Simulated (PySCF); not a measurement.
# Polarisability and C₆ of Ti(21+) (titanium, charge +21)

1s1, 2S determinant. Computed with PySCF 2.14 in an even-tempered Gaussian basis (17 s from 18 bohr⁻², ratio 2.2; 7 p from 28 bohr⁻², ratio 2.4; 4 d from 85 bohr⁻², ratio 2.4; 3 f from 130 bohr⁻², ratio 2.4; 3 g from 190 bohr⁻², ratio 2.4), with scalar relativity by spin-free X2C-1e. Coupled (time-dependent) response in atomic units; α is the mean over directions.

| method | mean α (bohr³) | C₆ (like pair) | S(−4) |
| --- | --- | --- | --- |
| UHF | 1.870e-05 | 5.465e-08 | 4.648e-10 |

S(−4) is the Cauchy moment in α(ω) = α(0) + S(−4) ω² + …

α(iu) at UHF:

| u (hartree) | α(iu) (bohr³) |
| --- | --- |
| 0 | 1.870e-05 |
| 20.0 | 1.851e-05 |
| 40.0 | 1.798e-05 |
| 80.0 | 1.616e-05 |
| 120 | 1.387e-05 |
| 160 | 1.162e-05 |
| 200 | 9.663e-06 |
| 300 | 6.185e-06 |
| 400 | 4.165e-06 |
| 600 | 2.191e-06 |
| 1000 | 8.860e-07 |

For a non-relativistic one-electron ion the exact value is 9/(2Z⁴) = 1.921e-05 bohr³; Hartree-Fock is exact here up to the basis and relativity.

For an ion, C₆ is the dispersion term alone; charge-induced terms of lower order in 1/R come first.
